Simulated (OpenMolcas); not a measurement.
How methods differ on SiH2Br2 (dibromosilane)

The species is SiH2Br2 (5 atoms), meant as a singlet with charge 0. As SMILES, `Br[SiH2]Br`. The shape is that of a PBE0-D4/def2-TZVP optimisation.

Quantity: the dipole moment, in D. The values are calculated.

```tsv
level	kind	program	value (D)
HF/def2-SVP	Hartree–Fock	OpenMolcas	1.46
PBE/def2-SVP	GGA	OpenMolcas	1.03
revPBE/def2-SVP	GGA	OpenMolcas	1.04
r2SCAN/def2-SVP	meta-GGA	OpenMolcas	1.17
B3LYP/def2-SVP	global hybrid	OpenMolcas	?
BHLYP/def2-SVP	global hybrid	OpenMolcas	1.28
M06-2X/def2-SVP	hybrid meta-GGA	OpenMolcas	1.35
PBE0/def2-SVP	global hybrid	OpenMolcas	?
```

Problem. Estimate what the levels marked ? give.

Solution. As computed at these levels: B3LYP/def2-SVP: 1.13 D; PBE0/def2-SVP: 1.20 D. All-electron rows without a relativistic Hamiltonian named are non-relativistic. The values span 1.03 to 1.46 D.
